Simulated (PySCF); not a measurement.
**Electric field gradients and quadrupole coupling constants**

Species: CH₁₁NOSi₃.
Atom-mapped SMILES: `[CH3:1][SiH2:2][Si@@H:3]([NH2:4])[O:5][SiH3:6]` (hydrogens: H7, H8, H9 on C1; H10, H11 on Si2; H12 on Si3; H13, H14 on N4; H15, H16, H17 on Si6)

Structure used (PBE0-D3(BJ)/def2-SVP), in Å, numbered top down from 1:
```xyz
17
CH11NOSi3 angstrom
C      2.0557   -0.8224    0.0031
Si     1.1939    0.1679    1.3650
Si    -0.6939    1.2430    0.4839
N     -0.1791    2.1139   -0.9118
O     -1.8574    0.0679    0.1904
Si    -2.0688   -1.3665   -0.6042
H      2.9388   -1.3449    0.4017
H      1.3811   -1.5784   -0.4277
H      2.3955   -0.1606   -0.8088
H      0.7790   -0.7540    2.4709
H      2.1482    1.1702    1.9388
H     -1.3551    2.2248    1.3876
H     -0.7843    2.7984   -1.3524
H      0.4459    1.6937   -1.5899
H     -1.3527   -2.4720    0.1056
H     -1.5274   -1.2849   -1.9982
H     -3.5236   -1.6828   -0.6639
```

Field gradients from the PBE0/pcSseg-1 density (PySCF, non-relativistic), principal values in atomic units, ordered |Vxx| ≤ |Vyy| ≤ |Vzz|:

| atom | Vxx | Vyy | Vzz |
| --- | --- | --- | --- |
| N4 | 0.3084 | 0.6207 | -0.9291 |
| O5 | -0.4259 | -0.6638 | 1.0897 |

Q: Find the asymmetry η = (Vxx − Vyy)/Vzz and the couplings χ = eQV/h (234.96 MHz × Q in barn × V in au), with Q(14N) = 0.02044 b, Q(17O) = −0.0256 b.

A: 
```json
{"atom": "N4", "environment": "silicon-bound nitrogen", "nucleus": "14N", "η": "0.34", "χzz (MHz)": "-4.462", "χxx (MHz)": "1.481", "χyy (MHz)": "2.981"}
{"atom": "O5", "environment": "siloxane oxygen", "nucleus": "17O", "η": "0.22", "χzz (MHz)": "-6.55", "χxx (MHz)": "2.56", "χyy (MHz)": "3.99"}
```

Q: What is Vzz at O5 in SI units (1 au = 9.71736 × 10²¹ V/m²)?

A: 1.0897 au = 10.589 × 10²¹ V/m².

Q: And the gradient at the other heavy atoms, for which no coupling is worked out here?

A: 
| atom | environment | Vzz (au) | η |
| --- | --- | --- | --- |
| C1 | Si-methyl carbon | -0.047 | 0.24 |
| Si2 | SiH2 silicon | -0.062 | 0.28 |
| Si3 | oxygen-bound silicon | 0.469 | 0.73 |
| Si6 | oxygen-bound silicon | 0.470 | 0.12 |

Were the hydrogens deuterons (Q(2H) = 0.00286 b), χzz would run from 91 kHz (H16 and H15) to 277 kHz (H14).

Isolated species at its PBE0-D3(BJ)/def2-SVP geometry (one conformer only). These gradients aren't converged with respect to the basis.
